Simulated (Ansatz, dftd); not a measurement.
System: Si2H4Cl, charge 0, doublet. Si2H4Cl (SMILES [SiH2](Cl)[SiH2], doublet).
B3LYP-D3(BJ)/def2-TZVP minimum from Ansatz (an electronic-structure program):
```
Si
H 1 1.4791
H 1 1.4817 2 108.94
Cl 1 2.0757 2 108.28 3 116.04
Si 1 2.3306 2 110.40 3 -125.79
H 5 1.4840 1 113.41 2 -177.06
H 5 1.4860 6 110.33 1 127.96
```
Charge 0, spin multiplicity 2.

Quantity: atomisation energy (electronic, to ground-state atoms), in kcal/mol. UHF or UKS for unpaired electrons; spin-orbit terms are left out. Cores are frozen in correlated methods. Rows without X2C or -DK are non-relativistic. CBS(X,Y): correlation extrapolated as X^-3, Hartree-Fock from the larger set. A bracket is a step between two methods taken in the basis named. The functionals are non-relativistic, so their misses hold any scalar relativity. 'core' is core correlation in cc-pwCVTZ (1s frozen past Ne), 'X2C' scalar relativity in cc-pVTZ-DK, both at CCSD(T). Where a partner has so few electrons that a lower coupled-cluster level is exact, that level stands in.

```json
[
 {"level": "CAM-B3LYP-D4/def2-TZVPD", "program": "Ansatz + dftd4", "atomisation energy (kcal/mol)": "455.4", "difference against the last row": "-1.8"},
 {"level": "wB97M-V/def2-TZVPD", "program": "Ansatz", "atomisation energy (kcal/mol)": "455.7", "difference against the last row": "-1.5"},
 {"level": "CCSD(T)/cc-pV(D+d)Z", "program": "Ansatz", "atomisation energy (kcal/mol)": "416.3", "difference against the last row": "-40.9"},
 {"level": "CCSD(T)/cc-pV(Q+d)Z", "program": "Ansatz", "atomisation energy (kcal/mol)": "452.3", "difference against the last row": "-4.9"},
 {"level": "CCSDT(Q)/cc-pV(D+d)Z", "program": "Ansatz", "atomisation energy (kcal/mol)": "416.7", "difference against the last row": "-40.5"},
 {"level": "CCSD(T)/CBS(cc-pV(T+d)Z,cc-pV(Q+d)Z) + [CCSDT(Q) - CCSD(T)]/cc-pV(D+d)Z + core + X2C", "program": "Ansatz", "atomisation energy (kcal/mol)": "457.2", "difference against the last row": "0.0"}
]
```
